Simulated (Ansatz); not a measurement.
Program: Ansatz. Geometries: PBE0-D4/def2-TZVP. ΔE: electronic, gas phase. CBS: MP2 limit from def2 TZ/QZ plus the TZ coupled-cluster correction, frozen cores. This one scheme is used for every species. DFT in def2-TZVPP. HSE06 is defined as in plane-wave codes. One conformer a species, not always the lowest.

Reaction (ligand exchange at a B–C bond): `BC(C)(C)C` + `N=CF` → `BN=CF` + `CC(C)C`

```json
{"level": "BLYP-D4", "ΔE (kJ/mol)": "-139.6", "difference from CCSD(T)/CBS": "-21.0"}
{"level": "B97M-V", "ΔE (kJ/mol)": "-130.5", "difference from CCSD(T)/CBS": "-11.9"}
{"level": "HSE06-D4", "ΔE (kJ/mol)": "-129.8", "difference from CCSD(T)/CBS": "-11.2"}
{"level": "CAM-B3LYP-D4", "ΔE (kJ/mol)": "-134.8", "difference from CCSD(T)/CBS": "-16.2"}
{"level": "ωB97M-V", "ΔE (kJ/mol)": "-122.9", "difference from CCSD(T)/CBS": "-4.3"}
{"level": "PBE-QIDH", "ΔE (kJ/mol)": "-123.2", "difference from CCSD(T)/CBS": "-4.6"}
{"level": "CAM-B3LYP", "ΔE (kJ/mol)": "-138.6", "difference from CCSD(T)/CBS": "-20.0"}
{"level": "LC-ωPBE", "ΔE (kJ/mol)": "-127.4", "difference from CCSD(T)/CBS": "-8.8"}
{"level": "RPA@PBE/def2-TZVPP", "ΔE (kJ/mol)": "-113.4", "difference from CCSD(T)/CBS": "5.2"}
{"level": "MP2/CBS(def2)", "ΔE (kJ/mol)": "-118.7", "difference from CCSD(T)/CBS": "-0.1"}
{"level": "CCSD(T)/CBS", "ΔE (kJ/mol)": "-118.6", "difference from CCSD(T)/CBS": "0"}
```

Largest T1 diagnostic among the species: 0.015.

From PBE to PBE0 (25 % exact exchange), in def2-TZVPP and without D4, ΔE moves by +6.7 kJ/mol. Leaving LDA and LC-ωPBE aside and taking each functional with its dispersion term where it has one, the values, not all of them listed here, spread over 17.6 kJ/mol, from BLYP-D4 to ωB97X-V. LDA lies −3.1 kJ/mol from PBE without D4. In def2-TZVPP, CCSD(T) changes the Hartree–Fock value by +7.8 kJ/mol (the triples alone add +0.3 kJ/mol) and MP2 by +7.8 kJ/mol.
